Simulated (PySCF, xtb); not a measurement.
C3H4ClNSi, SMILES Cl[Si@@H]1C=CN=C1.

GFN2-xTB (xtb) at its own geometry gives an orbital gap of 1.83 eV and a dipole moment of 1.74 D.

Coordinates come from a r2SCAN-D4/def2-SVP optimisation. The structure was generated by enumeration; whether it is a known compound was not checked.

Task: What does PBE/def2-TZVP in PySCF give? (An estimate is asked for; the answer gives what the named calculation found.)

Result: gap 2.60 eV (levels -6.05 and -3.45 eV), dipole 1.14 D.
